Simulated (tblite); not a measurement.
Species: C8H5O2P.
Structure used (GFN2-xTB), in Å, numbered top down from 1:
```xyz
16
C8H5O2P angstrom
O      4.1037   -1.7047   -0.1641
C      3.4954   -0.6632   -0.0723
C      2.0595   -0.5948    0.0328
O      1.4684    0.6247    0.1302
C      0.1367    0.5009    0.2176
C     -0.7368    1.5795    0.3274
C     -2.0858    1.3174    0.4102
C     -2.5717    0.0070    0.3843
C     -1.7134   -1.0614    0.2747
C     -0.3384   -0.8263    0.1900
P      1.0183   -1.9750    0.0426
H      4.0048    0.3180   -0.0633
H     -0.3472    2.5850    0.3452
H     -2.7810    2.1386    0.4965
H     -3.6357   -0.1624    0.4510
H     -2.0846   -2.0745    0.2534
```

Calculated harmonic vibrations of the isolated species, GFN2-xTB (tblite), most abundant isotopes, no scaling. Against measured fundamentals such values can be off by several per cent, at times by over 20. One conformer, not necessarily the lowest.

Task: How many normal modes are there?

Result: 16 atoms, non-linear: 3N − 6 = 42.

Task: What is the point group of the computed structure, and how do the modes divide by symmetry?

Result: Cs. The vibrations span 29 a′ + 13 a″.

Task: How many distinct wavenumbers does the calculation give?

Result: 42: Cs has no degenerate species.

Task: How many fundamentals are allowed in the infrared by symmetry?

Result: 42 of 42: in Cs every mode is allowed. All fundamentals are allowed in the Raman spectrum.

Task: How far is the lowest real mode excited at 77 K, as a harmonic oscillator?

Result: θ = hcν̃/k = 114 K for 79.5 cm⁻¹, so N1/N0 = 0.23 and ⟨v⟩ = 1/(exp(θ/T) − 1) = 0.29.
